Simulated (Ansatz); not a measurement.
Reaction (formal exchange of groups at the Si–Cl bond): `N[SiH](Cl)BF` + CH₄ → `C[SiH](N)BF` + HCl

Program: Ansatz. Geometries: PBE0-D4/def2-TZVP. ΔE: electronic, gas phase. CCSD(T)/CBS is the MP2 limit (def2-TZVPP, def2-QZVPP) plus CCSD(T) − MP2 in def2-TZVPP, frozen cores. This one scheme is used for every species. Functionals use def2-TZVPP. B3LYP here is the variant with VWN-RPA as its local correlation; programs differ in this. Each species was taken in one conformer, which may not be the lowest.

```
             level  ΔE (kJ/mol)  difference from CCSD(T)/CBS
            PBE-D4        122.7                          0.5
         r2SCAN-D4        127.4                          5.2
           PBE0-D4        123.2                          1.0
          B3LYP-D4        127.0                          4.8
           ωB97X-V        123.3                          1.1
           ωB97M-V        123.7                          1.5
            r2SCAN        127.7                          5.5
             B3LYP        126.9                          4.7
     HF/def2-TZVPP        132.4                         10.2
    MP2/def2-TZVPP        124.6                          2.4
   CCSD/def2-TZVPP        119.1                         -3.1
CCSD(T)/def2-TZVPP        119.0                         -3.2
     HF/def2-QZVPP        132.0                          9.8
      HF/CBS(def2)        131.9                          9.7
     MP2/CBS(def2)        127.8                          5.6
    CCSD/CBS(def2)        122.4                          0.2
       CCSD(T)/CBS        122.2                            0
```

Largest T1 diagnostic among the species: 0.012.

In def2-TZVPP, CCSD(T) changes the Hartree–Fock value by −13.4 kJ/mol (the triples alone add −0.2 kJ/mol) and MP2 by −7.9 kJ/mol.
